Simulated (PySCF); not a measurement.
**Ho⁺ (holmium, charge +1) across methods**

[Xe] 4f10 6s1 6p1, one real determinant (an excited configuration). Computed with PySCF 2.14 in ANO-RCC-VTZP, with the spin-free X2C one-electron Hamiltonian (Gaussian nucleus).

```
method   E (hartree)  mean ε 4f β (eV)  mean ε 6s α (eV)  mean ε 6p α (eV)  Σ⟨r²⟩ (bohr²)    ⟨S²⟩
   PBE     -12615.02           -18.437           -11.819            -7.598          69.84  12.001
   UHF  -12610.63243           -29.130           -14.394            -9.756          71.39  12.004
r2SCAN     -12615.22           -18.463           -11.767            -7.578          69.42  12.003
   LDA     -12606.19           -18.434           -12.044            -7.613          69.55  12.001
```

Estimate the same row for PBE0.

E (hartree) = -12614.86; mean ε 4f β (eV) = -21.274; mean ε 6s α (eV) = -12.525; mean ε 6p α (eV) = -8.191; Σ⟨r²⟩ (bohr²) = 69.84; ⟨S²⟩ = 12.002.

⟨L²⟩ = 36.00 against 56 for a pure K term, so this real determinant mixes terms. Spin-orbit coupling, absent here, splits the open shell strongly.
